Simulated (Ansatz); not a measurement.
Species: HSiO2, charge 1, singlet. HSiO2+ (SMILES O=[Si]=[OH+]).
B3LYP-D3(BJ)/def2-TZVP minimum from Ansatz (a quantum-chemistry and plane-wave program):
```xyz
4

O     -1.4452     0.0952    -0.0815
Si     0.0876     0.0091    -0.0012
O      1.5614    -0.1989     0.1274
H     -2.1558     0.7013    -0.3512
```
Charge +1, spin multiplicity 1.

Hartree-Fock and CCSD(T) correlation energies in hartree (Ansatz). UHF or UKS for unpaired electrons; spin-orbit terms are left out. Cores are frozen in correlated methods. No relativity. The T1 diagnostic of HO2Si+ (O=[Si]=[OH+], singlet) reaches 0.026 in the sets run.

| basis | X | E(HF) | E(corr, CCSD(T)) |
|---|---|---|---|
| cc-pV(T+d)Z | 3 | -439.00815 | -0.59616 |
| cc-pV(Q+d)Z | 4 | -439.02270 | -0.63712 |
| cc-pV(5+d)Z | 5 | -439.02675 | withheld |

**Question.** Fit E(corr) = E∞ + A/X³ to X = 3 and 4, predict X = 5, and compare with the run.

**Answer.** A = (-0.59616 - (-0.63712))/(1/27 - 1/64) = 1.9129; E∞ = -0.63712 - A/64 = -0.66701; at X = 5, E∞ + A/125 = -0.65171. The run gave -0.65209, 0.38 mEh below the prediction. The same form on X = 4 and 5 gives E∞ = -0.66780, 0.79 mEh below the first estimate.
